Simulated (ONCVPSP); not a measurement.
## Ranking ONCV potentials for chromium

All share these settings but for the change named:

- Element: chromium (Cr)
- Generator: ONCVPSP 4.0.1
- Type: optimised norm-conserving Vanderbilt (ONCV)
- Functional: PW91
- Relativity: fully relativistic
- Frozen core: [Ne]
- Valence charge: 14
- Reference configuration: 3s2 3p6 3d5 4s0.5 (charge +0.5)
- Partial waves: 3s+4s: rc 1.30 bohr, ncon 4, nbas 7, qcut 11.5 1/bohr, 2 projectors; 3p: rc 1.15 bohr, ncon 4, nbas 7, qcut 14.2 1/bohr, 2 projectors, debl 3.6 Ha; 3d: rc 2.15 bohr, ncon 4, nbas 8, qcut 7.9 1/bohr, 1 projector
- Local potential: polynomial inside 1.00 bohr (lpopt 4, dvloc0 0 Ha)
- Core correction: none

Open shells are filled in proportion to 2j + 1.

Test errors are all-electron minus pseudo excitation energies from the reference, over 3s2 3p6 3d5 4s1; 3s2 3p6 3d5 4s0; 3s2 3p6 3d4 4s0; 3s2 3p6 3d5 4s0 4p1. None of these files shows a bound ghost.

The base gives 3.9 meV.

Of 9 variants that were run, those that failed, showed a ghost or another fault, or gave nearly equal values are left out.

A variant can come out equal or close to the base, since the largest error may sit in a test that the change hardly touches while other tests move.

Problem. Rank these variants by their largest absolute test error, smallest first.
A. functional PBE
B. d: nproj 2
C. scalar-relativistic
D. s: rc 1.52
E. all radii scaled by about 0.83 (s 1.08, p 0.94, d 1.78 bohr); local potential polynomial inside 0.82 bohr (lpopt 4, dvloc0 0 Ha)

Solution. E (1.8 meV), A (2.4 meV), C (3.4 meV), D (3.9 meV), B (34.8 meV).
